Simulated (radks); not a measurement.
Computed order of ionisation of cobalt. At each step one electron was removed from each of the four highest sub-shells of the ion before, moves of one valence electron (up to charge 6) and the configuration listed by NIST were tried, and the lowest configuration was kept. All-electron calculation, Dirac Kohn-Sham, PBE, spin-unpolarised, spherical densities, finite nucleus; Fermi nuclear charge, rms radius of each element as measured or else 0.836 A^(1/3) + 0.57 fm. Program: a radial shooting solver on a logarithmic mesh with Libxc functionals. Sub-shells are occupied by j as written (lower j first in brackets).

| species | lowest configuration found | NIST configuration | margin to the next tried (eV) | IE (eV) | NIST IE (eV) | kind |
|---|---|---|---|---|---|---|
| Co | [Ar] 3d(3/2: 4, 5/2: 4) 4s1 | [Ar] 3d(3/2: 4, 5/2: 3) 4s2 lies 1.111 eV higher | 1.111 | 7.672 | 7.881 | exp. |
| Co+ | [Ar] 3d(3/2: 4, 5/2: 4) | same | 2.467 | 19.249 | 17.084 | exp. |
| Co2+ | [Ar] 3d(3/2: 4, 5/2: 3) | same | 0.198 | 35.753 | 33.5 | semi-emp. |
| Co3+ | [Ar] 3d(3/2: 4, 5/2: 2) | same | 0.221 | 55.214 | 51.3 | semi-emp. |
| Co4+ | [Ar] 3d(3/2: 4, 5/2: 1) | same | 0.245 | 77.167 | 79.5 | semi-emp. |
| Co5+ | [Ar] 3d(3/2: 4, 5/2: 0) | same | 0.270 | 101.62 | 102.0 | semi-emp. |
| Co6+ | [Ar] 3d(3/2: 3, 5/2: 0) | same | 43.078 | 127.85 | 128.9 | semi-emp. |
| Co7+ | [Ar] 3d(3/2: 2, 5/2: 0) | same | 59.638 | 155.97 | 158 | semi-emp. |
| Co8+ | [Ar] 3d(3/2: 1, 5/2: 0) | same | 59.417 | 185.88 | 186.1 | exp. |
| Co9+ | [Ar] | same | 58.904 | 275.58 | 275.4 | semi-emp. |
| Co10+ | [Ne] 3s2 3p(1/2: 2, 3/2: 3) | same | 2.569 | 306.93 | 305.3 | semi-emp. |
| Co11+ | [Ne] 3s2 3p(1/2: 2, 3/2: 2) | same | 2.688 | 339.10 | 336.1 | semi-emp. |
| Co12+ | [Ne] 3s2 3p(1/2: 2, 3/2: 1) | same | 2.809 | 372.01 | 379 | semi-emp. |
| Co13+ | [Ne] 3s2 3p(1/2: 2, 3/2: 0) | same | 2.934 | 408.65 | 410 | semi-emp. |

Reference values: NIST Atomic Spectra Database (exp. = measured, semi-emp. = semi-empirical, theory = theoretical value adopted there). Spin polarisation and multiplet splitting are left out, so open shells lie too high by an amount that depends on their filling.

Beside tabulated values, note that spin-unpolarised runs miss the spin-polarisation part of the exchange energy of open shells.
